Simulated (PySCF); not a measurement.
Molecule: `CC(CF)=[N+](C)C`, [C5H11FN]+.

Bonds (- single, = double, # triple, : aromatic): C1-C2, C2-C3, C3-F4, C2=N5, N5-C6, N5-C7. C1 carries H8, H9, H10; C3 carries H11, H12; C6 carries H13, H14, H15; C7 carries H16, H17, H18. Formal charges: N5 +1.

Total charge +1.

Frames of a GFN2-xTB Langevin trajectory at 600 K; GIAO PBE0/pcSseg-1 shieldings in PySCF 2.14.0 with density-fitted response routines, gas phase, non-relativistic; equivalent atoms averaged within each frame.

References, each an isolated molecule treated in the same way: ¹³C (σ = 186.93 ppm) and ¹H (σ = 31.72 ppm) vs TMS; ¹⁹F (σ = 170.95 ppm) vs CFCl3; ¹⁵N (σ = 267.73 ppm) against NH3. The references are static minima.

Q: How do the shifts (ppm) fluctuate along the trajectory?

A: 
| time (fs) | C2 | C3 | C7 | C6 | C1 | F4 | N5 | H11/H12 | H16/H17/H18 | H13/H14/H15 |
| --- | --- | --- | --- | --- | --- | --- | --- | --- | --- | --- |
| 250 | 196.2 | 87.6 | 55.7 | 42.7 | 23.3 | -254.2 | 211.5 | 6.33 | 4.20 | 3.47 |
| 425 | 190.6 | 87.4 | 45.2 | 49.1 | 14.0 | -238.2 | 213.5 | 6.00 | 3.84 | 4.85 |
| 625 | 208.3 | 85.4 | 40.6 | 38.0 | 17.1 | -233.7 | 217.4 | 4.75 | 4.20 | 2.96 |
| 800 | 195.8 | 101.8 | 46.3 | 64.1 | 24.8 | -171.8 | 228.3 | 7.58 | 4.42 | 4.12 |
| 1000 | 199.2 | 89.6 | 55.0 | 38.8 | 16.7 | -223.6 | 232.0 | 5.74 | 4.78 | 3.56 |
| mean of frames | 198.0 | 90.4 | 48.6 | 46.5 | 19.2 | -224.3 | 220.5 | 6.08 | 4.29 | 3.79 |
| standard deviation | 6.5 | 6.6 | 6.6 | 10.7 | 4.6 | 31.4 | 9.1 | 1.02 | 0.35 | 0.72 |

5 frames give an uncertainty of the mean of about the standard deviation over 2.2 at best, since frames this close in time may not be independent; classical motion lacks zero-point vibration, and the reference would need the same averaging.
